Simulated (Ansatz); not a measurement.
Single points on RbBr2⁺.

```yaml
crystal:
  periodic: [false, false, false]
  atoms:
    - {symbol: Rb, position_ang: [0.948954, -1.134455, -1.181971]}
    - {symbol: Br, position_ang: [-1.590458, 0.644502, -0.379167]}
    - {symbol: Br, position_ang: [0.641504, 0.489963, 1.561139]}
basis:
  gaussian: {orbitals: def2-TZVP}
total_charge: 1
magnetization: {spin_polarized: true, initial_magnetization: 2}
hamiltonian: {xc: pbe0, dispersion: d4}
scf: {omitted_lower_state_checks: [starts]}
output: {orbitals: {seedname: orbitals}}
```

The file start.molden holds the orbitals of an earlier run on this structure, at another level or in another basis.

```sh
$ ansatz run in.yaml --threads 4 --pin off --events-out ev --progress --plain --max-ram 3916MiB
```

Shortened log:

```
Functional definition: PBE0
986 factors; integrals over basis functions are off by at most 7.8e-4 eV
mean field evaluation 1: about -140724.2841 eV, gradient 1.5e1 eV
mean field evaluation 2: about -140724.9868 eV, gradient 1.4e1 eV
mean field evaluation 4: about -140725.6623 eV, gradient 3.1e-1 eV
mean field evaluation 8: about -140725.6794 eV, gradient 1.7e-2 eV
mean field evaluation 16: about -140725.6794 eV, gradient 1.2e-4 eV
mean field evaluation 32: about -140725.6794 eV, gradient 2.2e-6 eV
mean field -140725.67936789 eV, -5171.5733294784 hartree, gradient 2.2e-6 eV, S^2 2.007690; 0 other end points of the search recorded, 0 dependent functions left out
reference -140725.67940256 eV, -5171.5733307524 hartree; 40, 38 occupied and 89, 91 virtual orbitals, 986 factors
Total energy: -140725.74214703 eV, -5171.5756365692 hartree
Checks for a lower state left out: starts
```

It took 2.5 s on 4 threads of AMD EPYC 9R45 on a shared host.

First input, but with `gaussian: {orbitals: def2-TZVP, initial_orbitals: start.molden}`, `hamiltonian: {xc: pbe, dispersion: d4}` (abridged; 0.9 s):

```
Functional definition: PBE
mean field -140721.20228214 eV, -5171.4087996119 hartree, gradient 6.3e-6 eV, S^2 2.002791
Total energy: -140721.27570537 eV, -5171.4114978659 hartree
Checks for a lower state left out: starts
```

The first input with `gaussian: {orbitals: def2-TZVP, initial_orbitals: start.molden}`, `hamiltonian: {xc: r2scan, dispersion: d4}` (abridged; 1.7 s):

```
Functional definition: r2SCAN
mean field -140741.74177245 eV, -5172.1636119585 hartree, gradient 8.1e-6 eV, S^2 2.006049
Total energy: -140741.75477055 eV, -5172.1640896301 hartree
Checks for a lower state left out: starts
```

Geometry: PBE-D4/def2-TZVP, that of the neutral doublet.

In the def2 sets Rb takes a core potential; there is no spin–orbit coupling. At PBE0-D4/def2-TZVP a singlet of charge 1 lies 0.23 eV below the triplet at the same geometry. The structure comes from a short search, and lower isomers may exist.
